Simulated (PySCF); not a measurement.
Species: C6H5FSi.
Cartesian coordinates in Å at the GFN2-xTB level; atoms count from 1:
```
atom  x, y, z in Å
C1     3.2176    0.1679    0.4449
C2     2.0288    0.1185    0.2764
C3     0.6356    0.0621    0.0787
C4    -0.1450    1.0845   -0.3313
F5     0.3493    2.3080   -0.6036
Si6   -1.9638    0.5612   -0.4621
C7    -1.4248   -1.1524    0.1080
C8    -0.1046   -1.1810    0.3185
H9     4.2552    0.2149    0.5911
H10   -2.4486    0.6126   -1.8392
H11   -2.8086    1.2765    0.4912
H12   -2.0417   -2.0224    0.2601
H13    0.4461   -2.0500    0.6496
```

Computed, not measured: TDDFT wB97X-D/def2-SVPD, vertical, gas phase, core orbitals frozen in the response in PySCF 2.14.0, density-fitted response routines.

Computed states:

| state | E (eV) | f |
| --- | --- | --- |
| S1 | 4.03 | 0.042 |
| S2 | 5.14 | 0.0004 |
| S3 | 5.84 | 0.0010 |
| S4 | 5.85 | 0.180 |
| S5 | 5.87 | 0.0015 |
| S6 | 6.20 | 0.184 |
| S7 | 6.42 | 0.0000 |
| S8 | 6.49 | 0.010 |

Broadening: Gaussians 0.4 eV wide at half height, area fixed by f = 4.319×10⁻⁹ ∫ε dν̃. The width is an assumption, not a result. The curve ends short of the highest state used, and states not computed would add to its high-energy end.

Task: Give the broadened spectrum and its maxima.

Result: 
| λ (nm) | ε (L mol⁻¹ cm⁻¹) |
| --- | --- |
| 210.6 | 14272 |
| 213.4 | 12862 |
| 216.1 | 10203 |
| 218.9 | 6868 |
| 221.6 | 4032 |
| 224.4 | 1998 |
| 227.1 | 889 |
| 229.9 | 342 |
| 232.6 | 130 |
| 235.4 | 55 |
| 238.1 | 35 |
| 240.8 | 29 |
| 243.6 | 26 |
| 246.3 | 22 |
| 249.1 | 17 |
| 251.8 | 12 |
| 254.6 | 7 |
| 257.3 | 4 |
| 260.1 | 3 |
| 262.8 | 2 |
| 265.5 | 3 |
| 268.3 | 7 |
| 271.0 | 16 |
| 273.8 | 37 |
| 276.5 | 78 |
| 279.3 | 152 |
| 282.0 | 270 |
| 284.8 | 454 |
| 287.5 | 699 |
| 290.3 | 1021 |
| 293.0 | 1384 |
| 295.7 | 1769 |
| 298.5 | 2155 |
| 301.2 | 2472 |
| 304.0 | 2706 |
| 306.7 | 2815 |
| 309.5 | 2800 |
| 312.2 | 2669 |
| 315.0 | 2435 |
| 317.7 | 2145 |
| 320.4 | 1823 |
| 323.2 | 1487 |
| 325.9 | 1182 |
| 328.7 | 902 |
| 331.4 | 675 |
| 334.2 | 486 |
| 336.9 | 345 |
| 339.7 | 235 |
| 342.4 | 159 |
| 345.1 | 105 |
| 347.9 | 67 |
| 350.6 | 42 |
| 353.4 | 26 |
| 356.1 | 16 |
| 358.9 | 9 |
| 361.6 | 6 |

Maxima: 308 nm (4.03 eV), ε about 2800, made up of S1 (100%) (ε in L mol⁻¹ cm⁻¹; maxima over ε = 5, shares over 10%). At its high-energy end, 5.89 eV, the curve is still rising (ε about 14000, from S4 and S6).

Task: Coming from long wavelengths, where does ε first pass 100 L mol⁻¹ cm⁻¹?

Result: At about 345 nm (3.59 eV), 0.44 eV below S1.

Task: On this curve, what absorbance would a 10⁻⁵ mol/L sample give at 222 nm over a 1 cm path?

Result: 222 nm is 5.585 eV, where ε is about 3700 L mol⁻¹ cm⁻¹, so A = ε c l ≈ 0.037 (Beer–Lambert, with the gas-phase spectrum and the assumed width).

Task: What would ε be at 4.03 eV, the highest of these maxima, with half the width (0.2 eV)?

Result: About 5650 L mol⁻¹ cm⁻¹ against 2820, a factor of about 2.00; a lone state at its own centre would give exactly 2.
